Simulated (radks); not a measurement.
Removal energies from the cobalt ion Co11+, [Ne] 3s2 3p(1/2: 2, 3/2: 2), by Delta-SCF beside the eigenvalue of the level emptied. Method: Dirac Kohn-Sham, BLYP, spin-unpolarised, spherical densities, finite nucleus; Fermi nuclear charge, rms radius of each element as measured or else 0.836 A^(1/3) + 0.57 fm; computed with a radial shooting solver on a logarithmic mesh with Libxc functionals. Sub-shells are occupied by j as written (lower j first in brackets).

[
 {"removed from": "3p3/2", "final configuration": "[Ne] 3s2 3p(1/2: 2, 3/2: 1)", "Delta-SCF (eV)": "339.01", "-eigenvalue (eV)": "322.77"},
 {"removed from": "3p1/2", "final configuration": "[Ne] 3s2 3p(1/2: 1, 3/2: 2)", "Delta-SCF (eV)": "341.83", "-eigenvalue (eV)": "325.47"},
 {"removed from": "3s1/2", "final configuration": "[Ne] 3s1 3p(1/2: 2, 3/2: 2)", "Delta-SCF (eV)": "378.52", "-eigenvalue (eV)": "362.29"},
 {"removed from": "2p3/2", "final configuration": "[He] 2s2 2p(1/2: 2, 3/2: 3) 3s2 3p(1/2: 2, 3/2: 2)", "Delta-SCF (eV)": "1118.8", "-eigenvalue (eV)": "1073.3"}
]
